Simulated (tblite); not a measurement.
Input of a run (GFN2-xTB geometry optimisation, gas phase (tblite 0.8.0)), started from a force field or distance geometry:
```
{"job": {"kind": "relax", "xc": "GFN2-xTB", "basis": "xTB"}, "charge": 0, "multiplicity": 1}
C     -3.098000    -2.844900    -0.932500
O     -1.830700    -2.341300    -0.579500
C     -1.663200    -0.999800    -0.481900
C     -2.669500    -0.035900    -0.732700
C     -2.402100     1.334600    -0.600500
C     -1.136600     1.798800    -0.252800
C     -0.138300     0.868400    -0.015400
C     -0.416000    -0.506100    -0.127700
C      0.839300    -1.244800     0.185500
O      1.027700    -2.439400     0.204000
C      1.849500    -0.217000     0.490500
C      3.173900    -0.390100     0.846400
C      3.920700     0.767000     1.093700
C      3.342000     2.038800     0.962600
C      1.987400     2.194300     0.607900
C      1.243200     1.043800     0.380500
H     -3.390400    -2.502100    -1.930600
H     -3.863800    -2.566400    -0.190900
H     -3.050200    -3.931500    -0.945100
H     -3.670900    -0.334800    -0.999500
H     -3.201900     2.058100    -0.796400
H     -0.942400     2.867100    -0.163500
H      3.615000    -1.370800     0.942400
H      4.967100     0.673300     1.363300
H      3.942800     2.929400     1.160000
H      1.544500     3.173900     0.525400
```

Output (eV, eV/Å):
```
step      E/eV     max force
  0   -1175.27637    0.971
  1   -1175.32283    0.544
  2   -1175.34153    0.367
  3   -1175.35352    0.344
  4   -1175.35964    0.216
  5   -1175.36498    0.171
  6   -1175.36772    0.125
  7   -1175.36886    0.086
  8   -1175.36979    0.064
  9   -1175.37017    0.037
 10   -1175.37036    0.028
 11   -1175.37051    0.030
 12   -1175.37064    0.026
 13   -1175.37072    0.017
 14   -1175.37077    0.013
 15   -1175.37081    0.016
 16   -1175.37085    0.019
 17   -1175.37088    0.014
 18   -1175.37091    0.011
 19   -1175.37092    0.010
```

Question: Summarise the run.

Answer: The energy falls by 0.095 eV over 19 L-BFGS steps, the largest force on an atom goes from 0.97 to 0.010 eV/Å, and the atoms move by 0.025 Å rms after alignment. The bond that changes most is C4–C5 (both ends aromatic CH carbon), which shortens by 0.021 Å. Bonds longer at the end by more than 0.005 Å: 3 of 28; shorter: 13. Among the angles that change most is O2–C1–H19, from 108.7° to 105.5°. The energy never rose by more than 1e-5 eV on the way. The first step brought 49 % of the lowering.

Question: What are the final bond lengths?

Answer: C1–O2 1.407 Å, O2–C3 1.344 Å, C3–C4 1.403 Å, C4–C5 1.381 Å, C5–C6 1.391 Å, C6–C7 1.379 Å, C7–C8 1.406 Å, C8–C9 1.483 Å, C9=O10 1.209 Å, C9–C11 1.491 Å, C11–C12 1.379 Å, C12–C13 1.391 Å, C13–C14 1.384 Å, C14–C15 1.392 Å, C15–C16 1.380 Å, C3–C8 1.396 Å, C11–C16 1.405 Å, C7–C16 1.464 Å, C1–H17 1.095 Å, C1–H18 1.095 Å, C1–H19 1.088 Å, C4–H20 1.079 Å, C5–H21 1.080 Å, C6–H22 1.079 Å, C12–H23 1.079 Å, C13–H24 1.080 Å, C14–H25 1.080 Å, C15–H26 1.080 Å. Numbering counts from 1 in the input's order; the species is `c12-c3c(cccc3)C(=O)c1c(ccc2)OC`.

The run took 0.27 s wall on an Arm Neoverse V1 with one thread, shared host with 64 logical CPUs at a one-minute load of 28.

Its GFN2-xTB frequencies are all real (lowest 53 cm⁻¹). One conformer, not necessarily the lowest.

The values belong to the conformer `[CH3:1][O:2][c:3]1[cH:4][cH:5][cH:6][c:7]2[c:8]1[C:9](=[O:10])[c:11]1[cH:12][cH:13][cH:14][cH:15][c:16]1-2`: C1–O2–C3–C4 0°.

All values are computed, not measured.
